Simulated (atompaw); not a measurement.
What one change does to a pseudopotential (rhenium, PAW (atompaw))

Re (Z = 75), PAW, made with atompaw 4.2.0.5 (PBE, scalar-relativistic). Core [Kr] 4d10 4f14 5s2, reference 5p6 5d5 6s2 6p0. Waves: 6s (bound): rc 3.00 bohr; 6s channel at 0.3 Ry: rc 3.00 bohr; 5p (bound): rc 1.55 bohr; 6p (bound, empty): rc 3.00 bohr; 5d (bound): rc 2.75 bohr; 5d channel at 2.1 Ry: rc 2.75 bohr. Local part: bessel scheme, radius 2.40 bohr. Core correction: smooth core density matched at 2.30 bohr. Augmentation charge: besselshape compensation charge, radius 2.80 bohr; PAW radius 3.00 bohr; waves and projectors: custom polynom2 7 10 vanderbiltortho.

Change: local potential troulliermartins scheme with l = 3 at -0.5 Ry, radius 2.40 bohr.

Cutoffs: the cutoffs (Ry, on a coarse ladder) from which the occupation-weighted sum of valence levels, in a spherical-Bessel basis at the reference potential, stays within 10 and 1 mRy of its value at 400 Ry; they do not see the model core or the augmentation charge, which bear on the density cutoff.

Question: What does the change do?

Answer: The potential gets neither clearly harder nor softer (35 Ry and 140 Ry → 35 Ry and 140 Ry); a bound ghost appears in p, s, which as a rule spoils a file; the range in which the p phases agree narrows (upper end 3.9 → 0.2). A state that the projectors do not describe sees the local part alone, so a deeper or shallower local part can create or remove a ghost.

```csv
quantity,base,changed
"cutoff, loose",35 Ry,35 Ry
"cutoff, tight",140 Ry,140 Ry
bound ghosts,none,"s, p"
s: phases at 3.02 bohr within 0.05 rad from the reference energy up to (Ry; the scan ends near 5),2.5,3.3
p: phases at 3.02 bohr within 0.05 rad from the reference energy up to (Ry; the scan ends near 5),3.9,0.2
d: phases at 3.02 bohr within 0.05 rad from the reference energy up to (Ry; the scan ends near 5),to the end of the scan,to the end of the scan
lowest overlap eigenvalue by channel,"s 0.84, p 0.53, d 0.94","s 0.83, p 0.46, d 0.94"
```

 A true bound ghost makes a file unfit for plane-wave use even where its test errors are small: the radial tests pick states by their node count and pass the ghost by. The cutoffs see the waves, projectors and local potential, not the compensation charge or the core.
